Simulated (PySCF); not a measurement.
## Predicted spectroscopic data

[PySCF: coordinates at the GFN2-xTB level; GIAO PBE0/pcSseg-1 shieldings; relativity neglected; gas phase; one averaged value for each set of equivalent atoms; single conformer]

δ = σ(ref) − σ, references computed at the same level: 1H (σ = 31.72 ppm), 13C (σ = 186.93 ppm) vs TMS. Splittings of carbon signals by F and P are missing where no couplings were computed. Where no couplings were computed, multiplicities follow the n + 1 count of equivalent neighbours, and m marks all less simple cases (inequivalent or close neighbours, rings, F or P nearby). Shifts are as computed. Against solution values, carbons near 30 ppm lie about +3 ppm off and those near 130 ppm about +5 ppm. Of 1309 compounds with measured shifts, 239 miss one by over three times the rms of a fit or turn the order of signals round; such compounds aren't used in these exercises. OH and NH positions are gas-phase values without hydrogen bonding to other molecules.

**1.** SMILES C=C([SiH2]N)C(=O)CC, C5H11NOSi. 1H NMR (600 MHz, computed): δ 6.82 (m, 1H), 6.79 (m, 1H), 4.91 (s, 2H), 2.76 (q, 2H), 1.21 (t, 3H), 0.36 (br s, 2H). 13C{1H} NMR (computed): δ 211.8, 159.1, 144.3, 33.3, 9.4.

**2.** SMILES C(=C)(C)C1=C(CF)C1, C7H9F. 1H NMR (600 MHz, computed): δ 6.00 (m, 2H), 5.75 (br s, 1H), 5.56 (br s, 1H), 2.21 (s, 3H), 1.22 (s, 2H). 13C{1H} NMR (computed): δ 140.6 (C), 127.0 (CH2), 120.5 (C), 119.9 (C), 86.6 (CH2), 24.9 (CH3), 11.9 (CH2).

**3.** SMILES C=C[C@@H]1C=C(C)[C@@H]1F, C7H9F. 1H NMR (600 MHz, computed): δ 6.26 (m, 1H), 6.10 (m, 1H), 5.47 (m, 1H), 5.40 (m, 1H), 5.32 (m, 1H), 3.36 (m, 1H), 1.96 (s, 3H). 13C{1H} NMR (computed): δ 157.7, 148.1, 144.6, 122.9, 93.3, 56.8, 16.4.
